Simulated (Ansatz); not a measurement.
Wavefunction ladder for `OB1CO1`

```xyz
7

O    -1.534    0.801    0.567
B    -0.492    0.026    0.235
C     0.848   -0.371   -0.330
O    -0.156   -1.259    0.368
H    -1.429    1.718    0.304
H     1.774   -0.272    0.230
H     0.988   -0.643   -1.373
```

Total charge 0; spin multiplicity 1. Geometry: relaxed with PBE0-D4/def2-TZVP. It is one conformer, not always the lowest. Frozen core, restricted reference, Ansatz 0.2.0. CBS rows extrapolate triple and quadruple zeta; past MP2 they add the triple-zeta difference.

```csv
basis,HF (Eh),MP2 corr.
def2-SVP,-213.89825,-0.58465
def2-TZVPP,-214.15651,-0.73150
def2-QZVPP,-214.16677,-0.78653
```

(1) Estimate the CCSD correlation energy and the (T) correction in each basis where they were run (hartree).

Answers

(1) 
| basis | CCSD corr. | (T) |
| --- | --- | --- |
| def2-SVP | -0.60692 | -0.01738 |
| def2-TZVPP | -0.74498 | -0.03003 |
| CBS(def2) | -0.84078 | as TZ |
